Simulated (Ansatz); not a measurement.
Two isomers of C2H6FNSi: A = `C[SiH](F)C=N`, B = `C[C@@H]1N[Si@@H]1F`.

Program: Ansatz. Geometries: PBE0-D4/def2-TZVP. ΔE: electronic, gas phase. CCSD(T)/CBS adds triple-zeta CCSD(T) − MP2 to the extrapolated MP2 energy (def2 sets, frozen cores). Functionals use def2-TZVPP. B3LYP here is the variant with VWN-RPA as its local correlation; programs differ in this. Each species was taken in one conformer, which may not be the lowest.

(1) Which isomer does CCSD(T)/CBS put lower? Give the gap. (Best estimate.)

(2) Give E(B) − E(A) in kcal/mol with PBE0-D4, B2PLYP, B3LYP, ωB97M-V, CCSD/def2-TZVPP, PBE-D4, MP2/def2-TZVPP. (Best estimate.)

Largest T1 diagnostic: 0.012.

## Answers

(1) Ansatz gave: A, by 10.4 kcal/mol.

(2) Computed: PBE0-D4 7.5, B2PLYP 11.3, B3LYP 12.2, ωB97M-V 9.7, CCSD/def2-TZVPP 11.5, PBE-D4 8.6, MP2/def2-TZVPP 8.2. None reverses the order clearly.

In def2-TZVPP, CCSD(T) changes the Hartree–Fock value by −4.2 kcal/mol (the triples alone add −0.0 kcal/mol) and MP2 by −7.4 kcal/mol. From PBE to PBE0 (25 % exact exchange), in def2-TZVPP and without D4, E(B) − E(A) moves by −1.1 kcal/mol.
